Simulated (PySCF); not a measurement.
CH₆F₂OSi₂, SMILES F[SiH2]C(O)[SiH2]F. Atoms are numbered in the order given.

```xyz
12

O      0.3179    -1.6772     0.0000
C     -0.2258    -0.3448     0.0000
Si     0.2022     0.5556    -1.5934
F     -0.5364    -0.1595    -2.8546
Si     0.2022     0.5556     1.5934
F     -0.5364    -0.1595     2.8546
H      1.2808    -1.6079     0.0000
H     -1.3269    -0.4572     0.0000
H     -0.2462     1.9729    -1.5444
H      1.6716     0.4597    -1.8139
H     -0.2462     1.9729     1.5444
H      1.6716     0.4597     1.8139
```
Charge 0, spin multiplicity 1.

Geometry: ωB97X-D3(BJ)/def2-SVP. This is a generated structure with no PubChem entry under its InChIKey; it may be hypothetical. One conformer was computed; it need not be the lowest.

Method: PBE/pcSseg-1 run with PySCF.

GIAO shieldings, no solvent; atoms listed in one row are averaged. δ = σ(ref) − σ: ¹⁷O against H2O (σ = 334.3 ppm); ¹³C against TMS (σ = 182.0 ppm); ²⁹Si against TMS (σ = 335.4 ppm); ¹⁹F against CFCl3 (σ = 133.6 ppm); ¹H against TMS (σ = 31.49 ppm), references at their B3LYP-D3(BJ)/def2-TZVP geometries, non-relativistic.

Computed chemical shifts:
```json
[
 {"nucleus": "¹⁷O", "atoms": "O1", "count": "1", "δ (ppm)": "13.9"},
 {"nucleus": "¹³C", "atoms": "C2", "count": "1", "δ (ppm)": "69.6"},
 {"nucleus": "²⁹Si", "atoms": "Si3, Si5", "count": "2", "δ (ppm)": "3.6"},
 {"nucleus": "¹⁹F", "atoms": "F4, F6", "count": "2", "δ (ppm)": "-261.5"},
 {"nucleus": "¹H", "atoms": "H11, H9", "count": "2", "δ (ppm)": "5.73"},
 {"nucleus": "¹H", "atoms": "H10, H12", "count": "2", "δ (ppm)": "5.44"},
 {"nucleus": "¹H", "atoms": "H8", "count": "1", "δ (ppm)": "4.56"},
 {"nucleus": "¹H", "atoms": "H7", "count": "1", "δ (ppm)": "-0.67"}
]
```
